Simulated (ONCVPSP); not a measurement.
# selenium (Se): excitation energies, all-electron against ONCV

- Element: selenium
- Generator: ONCVPSP 4.0.1
- Type: optimised norm-conserving Vanderbilt (ONCV)
- Functional: LDA (Perdew-Wang 92)
- Relativity: scalar-relativistic
- Frozen core: [Ar] 3d10
- Valence charge: 6
- Reference configuration: 4s2 4p2 (charge +2)
- Partial waves: 4s: rc 1.30 bohr, ncon 4, nbas 8, qcut 6.4 1/bohr, 1 projector; 4p: rc 1.65 bohr, ncon 3, nbas 8, qcut 4.4 1/bohr, 3 projectors, debl 2.7 Ha
- Local potential: polynomial inside 1.25 bohr (lpopt 5, dvloc0 6 Ha)
- Core correction: Teter function, fcfact 2, rcfact 1.7

Energies are relative to the spin-unpolarised reference configuration 4s2 4p2; without spin polarisation the order of configurations can differ from experiment.

| valence configuration | charge | ΔE all-electron (eV) | error AE − PS (meV) |
| --- | --- | --- | --- |
| 4s2 4p3 | +1 | -20.554 | -18 |
| 4s1 4p5 | 0 | -20.616 | -54 |

Q: What are ΔE and the potential's error for 4s2 4p1?

A: ΔE = 31.153 eV all-electron; the error (AE − PS) is -38 meV.

Q: What are ΔE and the potential's error for 4s2 4p4?

A: ΔE = -31.558 eV all-electron; the error (AE − PS) is -53 meV.

Levels in the configuration 4s1 4p5:

```tsv
level	all-electron (eV)	pseudo (eV)
4s	-18.316	-18.281
4p	-7.262	-7.228
```
